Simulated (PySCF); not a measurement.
# Correlation energy of Nb⁺ (niobium, charge +1)

[Kr] 4d3 5p1, one real determinant (an excited configuration). Calculation: PySCF 2.14, in x2c-TZVPPall with one added diffuse shell each of s, p, d, f type (9s7p7d3f1g, 95 functions); scalar relativity by spin-free X2C-1e. Frozen: [Kr]; 4 electrons correlated.

```json
{"level": "CCSD", "correlation energy (mhartree)": "-32.14"}
{"level": "(T)", "correlation energy (mhartree)": "-1.13"}
{"level": "CCSD(T)", "correlation energy (mhartree)": "-33.27"}
```

Diagnostics: T1 = 0.012, D1 = 0.0319, largest double amplitude 0.094.

Problem. Is a single reference adequate?

Solution. Mostly. T1 lies below 0.03, but a double amplitude of this size points to a near-degeneracy that CCSD handles and MP2 describes poorly.

The reference is one real determinant that mixes LS terms of this configuration.
